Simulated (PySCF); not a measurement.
## Correlation energy of As (arsenic, neutral)

[Ar] 3d10 4s2 4p2 5s1, high-spin 4P determinant (an excited configuration). All numbers are calculated (PySCF 2.14, the spin-free X2C one-electron Hamiltonian (Gaussian nucleus), in x2c-TZVPPall with one added diffuse shell each of s, p, d type (7s6p5d1f, 57 functions)). Frozen: [Ar] 3d10; 5 electrons correlated.

```csv
level,correlation energy (mhartree)
CCSD,-79.78
(T),-2.56
CCSD(T),-82.34
```

Diagnostics: T1 = 0.0100, D1 = 0.0283, largest double amplitude 0.083.

Q: Is a single reference adequate?

A: Mostly. T1 lies below 0.03, but a double amplitude of this size points to a near-degeneracy that CCSD handles and MP2 describes poorly.
